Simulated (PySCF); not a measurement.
Ionisation energy of Tl by level of theory

Tl [Xe] 4f14 5d10 6s2 6p1 (2P) → Tl⁺ [Xe] 4f14 5d10 6s2 (1S), as a difference of total energies. Calculation: PySCF 2.14, in aug-cc-pVQZ-DK3 (10s9p7d4f2g, 118 functions); the spin-free X2C one-electron Hamiltonian (Gaussian nucleus). The calculations carry no spin-orbit coupling.

```json
{"method": "UHF", "ionisation energy (eV)": "4.997"}
{"method": "r2SCANh", "ionisation energy (eV)": "5.502"}
{"method": "M06-L", "ionisation energy (eV)": "5.095"}
```

Which method comes closest to the reference value, and which is furthest?

The reference is 5.464 eV (measured; NIST levels, between the centres of gravity of the two terms). Closest: r2SCANh (error 0.038 eV); furthest: UHF (error -0.467 eV).
